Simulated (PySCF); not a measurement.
Stationary points of TeBr₃⁺

Level of theory: PySCF, PBE0, basis Te def2-SVP with ECP28, Br def2-SVP (scalar-relativistic core potentials, no spin–orbit coupling, density fitting).

Relaxations began from a few typed shapes. The search is not exhaustive: other isomers or separated fragments can lie lower, and high-lying points may rest on an excited occupation.

| spin | group | bonds | angles | imaginary modes (cm⁻¹) | ΔE (kJ/mol) | ΔE with ZPE (kJ/mol) |
| --- | --- | --- | --- | --- | --- | --- |
| singlet | C3v | Te–Br 2.454 Å (×3) | Br–Te–Br 100.9° (×3) | none | 0.0 | 0.0 |
| singlet | C2v | Te–Br 2.443 Å, Te–Br 2.554 Å (×2) | Br–Te–Br 93.8° (×2), Br–Te–Br 172.4° | 123i | 150.7 | – |
| singlet | D3h | Te–Br 2.535 Å (×3) | Br–Te–Br 120.0° (×3) | 192i, 15i, 15i | 169.9 | – |

The lowest minimum found is the singlet C3v: Te–Br 2.454 Å (×3); Br–Te–Br 100.9° (×3).

Counting electrons, tellurium keeps 2 of its valence electrons outside its bonds, so the VSEPR class is AX3E1 and the expected shape is trigonal pyramidal (C3v), as computed.
